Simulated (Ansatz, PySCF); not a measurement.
Breaking the Se3–H4 bond in BeH2Se (SMILES [BeH][SeH]) (multiplicity 1 held, fragments rigid). Energies count from the point at 1.475 Å.
Geometry at that point (charge 0, multiplicity 1):
```xyz
4

Be    -0.68974    -0.76067    -1.41804
H     -1.20927    -1.34114    -2.49064
Se     0.09182     0.16025     0.22401
H      0.84647    -1.06482     0.54660
```

U- levels take the lowest unrestricted solution at each point, which mixes spins at long bonds. Active spaces are followed from a long bond inwards. Left out are points that failed, MP2 points that dive below the minimum, coupled-cluster points behind a jump of the amplitudes or a sharp parting from full CI or MRCI, small-basis points behind a change of solution, and semi-empirical points at long bonds. Curves can end on different states.

Frozen-core correlation. Filled d and f shells under p-block atoms count as core. Rows in 3-21G, LANL2DZ carry no dispersion term and start afresh at each structure; the Pople sets are all-electron and without relativity. LANL2DZ brings its own core potentials from Na on.

The values were computed with Ansatz (a quantum-chemistry and plane-wave program); PySCF for 3-21G rows, LANL2DZ rows. Values without a source in brackets are computed.

Energies in kJ/mol.

```csv
R (Å),R-HF/3-21G,U-HF/LANL2DZ,"SC-NEVPT2 on CASSCF(4,3)/cc-pVTZ","FIC-MRCISD+Q on CASSCF(4,3)/cc-pVTZ"
1.180,146,154,163,149
1.327,29,30,34,28
1.475,0,0,0,0
1.622,15,17,14,18
1.769,52,56,50,56
1.991,126,125,118,126
2.212,207,164,182,192
2.581,335,193,260,272
2.949,444,203,302,314
3.392,545,207,322,335
3.981,638,208,329,342
4.719,left out,left out,330,344
```

Doubts at one or more of the structures used: a restricted determinant that unrestricted orbitals would lower (R-HF/3-21G); a spin-contaminated determinant (U-HF/LANL2DZ); active orbitals that take no part (SC-NEVPT2 on CASSCF(4,3)/cc-pVTZ, FIC-MRCISD+Q on CASSCF(4,3)/cc-pVTZ).
